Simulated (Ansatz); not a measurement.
The lowest singlet and triplet of AsH (SMILES [AsH]); geometries from B3LYP-D3(BJ)/def2-TZVP, each state relaxed from the structure named, with no frequency check, low spin by broken symmetry.
Singlet (charge 0, multiplicity 1):
| atom | x (Å) | y (Å) | z (Å) |
|---|---|---|---|
| As | 0.0000 | 0.0000 | -0.0452 |
| H | 0.0000 | 0.0000 | 1.4900 |
Triplet (charge 0, multiplicity 3):
```xyz
2

As     0.000     0.000    -0.045
H      0.000     0.000     1.490
```

A positive gap puts the triplet lower; no zero-point energy. R- takes a restricted singlet, here one determinant of a half-filled degenerate or near-degenerate pair, which mixes singlet states. U- takes an unrestricted singlet (broken symmetry where lower, unprojected). The triplet is unrestricted in single-reference levels. Active spaces average the two states.

Cores are frozen in the correlated methods. Filled d and f shells under p-block atoms count as core.

Programs: Ansatz (Gaussian orbitals). Values without a source in brackets are computed.

```csv
level,"gap E(singlet) − E(triplet), adiabatic (kcal/mol)"
R-SVWN5/def2-TZVPP,29.34
U-PBE0/def2-TZVPP (spin-contaminated),8.21
R-wB97M-V/def2-TZVPP,28.91
R-CCSDT(Q)/cc-pVQZ,21.49
"SA-CASSCF(6,5)/cc-pVQZ",27.19
"SC-NEVPT2 on SA-CASSCF(6,5)/cc-pVTZ",(withheld)
"FIC-NEVPT4(SD) on SA-CASSCF(6,5)/cc-pVDZ",(withheld)
"FIC-NEVPT4(SD) on SA-CASSCF(6,5)/cc-pVQZ",21.18
"FIC-MRCISD+Q on SA-CASSCF(6,5)/cc-pVQZ",20.85
```

Question: Fill in the missing entries.

Answer: 
- SC-NEVPT2 on SA-CASSCF(6,5)/cc-pVTZ, gap E(singlet) − E(triplet), adiabatic (kcal/mol): 23.51
- FIC-NEVPT4(SD) on SA-CASSCF(6,5)/cc-pVDZ, gap E(singlet) − E(triplet), adiabatic (kcal/mol): 26.63

Doubts at one or more of the structures used: a restricted determinant that unrestricted orbitals would lower (R-SVWN5/def2-TZVPP, R-wB97M-V/def2-TZVPP, R-CCSDT(Q)/cc-pVQZ); other coupled-cluster roots lie near (R-CCSDT(Q)/cc-pVQZ).

Ansatz is a quantum-chemistry and plane-wave program.
